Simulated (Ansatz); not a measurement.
Reaction (redistribution): `[CH3][Zr]([OH])([OH])[OH]` + `C[N](C)[GaH][Br]` → `C[N](C)[Zr]([CH3])([OH])[OH]` + `[OH][GaH][Br]`

Gas-phase electronic energies from Ansatz, PBE0-D4/def2-TZVP geometries. CCSD(T)/CBS adds triple-zeta CCSD(T) − MP2 to the extrapolated MP2 energy (def2 sets, frozen cores). DFT in def2-TZVPP. B3LYP here is the variant with VWN-RPA as its local correlation; programs differ in this. HSE06 is defined as in plane-wave codes. def2 core potentials past Kr. For Br, Ga, Zr outer-core shells are correlated without core-valence functions, which leaves a few kJ/mol of doubt a bond. Scalar relativity is left out up to krypton. Each species was taken in one conformer, which may not be the lowest.

`[CH3][Zr]([OH])([OH])[OH]`:

Z-matrix (Å, degrees):
```
C
Zr 1 2.233
H 1 1.096 2 111.2
H 1 1.096 2 111.2 3 120.0
H 1 1.096 2 111.2 3 -120.0
O 2 1.925 1 105.5 3 -60.1
O 2 1.925 1 105.5 3 179.9
O 2 1.925 1 105.5 3 59.9
H 6 0.952 2 165.7 1 149.8
H 7 0.952 2 165.7 1 149.9
H 8 0.952 2 165.7 1 149.9
```

`C[N](C)[GaH][Br]`:

Z-matrix (Å, degrees):
```
C
N 1 1.440
H 1 1.091 2 110.8
H 1 1.099 2 111.2 3 -120.2
H 1 1.099 2 111.2 3 120.2
C 2 1.441 1 113.5 3 -180.0
Ga 2 1.808 1 124.9 3 0.1
H 6 1.093 2 111.0 1 180.0
H 6 1.099 2 111.4 1 -59.9
H 6 1.099 2 111.4 1 59.9
Br 7 2.295 2 115.3 1 0.0
H 7 1.549 2 123.7 1 -180.0
```

`C[N](C)[Zr]([CH3])([OH])[OH]`:

Cartesian coordinates in Å:
```
C -1.858 -0.758 0.692
N -0.533 -0.819 0.125
C -0.341 -1.977 -0.713
Zr 0.895 0.581 0.460
C 0.552 2.074 -1.178
O 0.516 1.522 2.106
O 2.643 -0.174 0.117
H -2.629 -0.699 -0.089
H -1.966 0.120 1.335
H -2.077 -1.646 1.304
H 0.675 -2.003 -1.115
H -1.037 -1.978 -1.565
H -0.503 -2.912 -0.156
H -0.457 2.500 -1.125
H 0.662 1.613 -2.167
H 1.265 2.905 -1.120
H 0.617 2.000 2.923
H 3.577 -0.351 0.165
```

`[OH][GaH][Br]`:

Z-matrix (Å, degrees):
```
Ga
O 1 1.773
Br 1 2.291 2 115.4
H 1 1.543 2 121.9 3 180.0
H 2 0.960 1 113.6 3 -0.0
```

(1) Is it downhill or uphill in electronic energy at CCSD(T)/CBS, and by how much? (Best estimate.)

(2) What do these levels give: PBE-D4, BLYP-D4, B2PLYP, PBE-QIDH, revPBE, PBE0, B3LYP, HSE06, CAM-B3LYP, LC-ωPBE, CCSD/def2-TZVPP, CCSD(T)/def2-TZVPP? (Best estimate.)

Largest T1 diagnostic among the species: 0.016.

Results:

(1) Ansatz gave: Uphill: ΔE = +12.4 kcal/mol.

(2) The calculation gave: PBE-D4 10.5, BLYP-D4 10.8, B2PLYP 11.5, PBE-QIDH 11.6, revPBE 10.0, PBE0 11.6, B3LYP 11.9, HSE06 11.5, CAM-B3LYP 13.3, LC-ωPBE 13.9, CCSD/def2-TZVPP 11.5, CCSD(T)/def2-TZVPP 10.8 kcal/mol.

Leaving LDA and LC-ωPBE aside and taking each functional with its dispersion term where it has one, the values, not all of them listed here, spread over 3.2 kcal/mol, from revPBE-D4 to CAM-B3LYP-D4. LDA lies +2.1 kcal/mol from PBE without D4. From PBE to PBE0 (25 % exact exchange), in def2-TZVPP and without D4, ΔE moves by +0.9 kcal/mol.
